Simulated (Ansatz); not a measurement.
Geometry optimisation, RKS PBE0-D4/6-31G* in Ansatz.

Input file:

```yaml
crystal:
  periodic: [false, false, false]
  atoms:
    - { symbol: B, position_ang: [-0.662, 0.8816, -0.07] }
    - { symbol: Si, position_ang: [0.4851, -0.597, 0.025] }
    - { symbol: F, position_ang: [0.7011, -1.0017, 1.6294] }
    - { symbol: F, position_ang: [-0.1173, -1.8936, -0.7925] }
    - { symbol: H, position_ang: [-1.0073, 1.3613, -1.1531] }
    - { symbol: H, position_ang: [-1.1418, 1.4254, 0.9046] }
    - { symbol: H, position_ang: [0.31111, 0.25395, 0.09736] }
basis:
  gaussian: { orbitals: "6-31G*" }
hamiltonian:
  xc: pbe0
  dispersion: d4
relax:
  f_tol: 0.02
  max_steps: 50
output:
  orbitals: {}
```

Command:

```bash
$ ansatz run input.yaml --threads 1 --pin off --max-ram 2048MiB --backend cpu --events-out ev --progress --plain --runs-dir out
```

Q: Where does it end, and by what steps?

A: The run converged. After 16 steps the energy has fallen by 14.369 eV; H7 moved furthest, 0.80 Å. The start is strongly strained (largest force component 52 eV/Å), so its close contacts needn't be bonds. Parted: Si2–H7.

```tsv
step	energy less start (eV)	largest force component (eV/Å)	accepted
0	0.0000	51.870	yes
1	-7.8178	14.975	yes
2	-9.7478	5.431	yes
3	-10.6880	2.625	yes
4	-11.8735	6.129	yes
5	-13.0851	3.548	yes
6	-13.7765	2.026	yes
7	-13.9843	0.582	yes
8	-14.0523	0.743	yes
9	-14.2208	0.914	yes
10	-14.3088	0.949	yes
11	-14.3491	0.569	yes
12	-14.3625	0.338	yes
13	-14.3681	0.115	yes
14	-14.3690	0.081	yes
15	-14.3690	0.091	no
16	-14.3692	0.011	yes
```

```xyz
7
Properties=species:S:1:pos:R:3
B -0.650 0.954 -0.053
Si -0.143 -0.849 0.284
F 0.606 -1.350 1.600
F 0.306 -1.899 -0.828
H -1.203 1.094 -1.104
H -0.951 1.541 0.945
H 0.605 0.939 -0.203
```

Time of the run: 38 s on 1 thread of Intel(R) Xeon(R) 6975P-C (Granite Rapids), with other jobs on the host, peak memory 0.24 GiB.
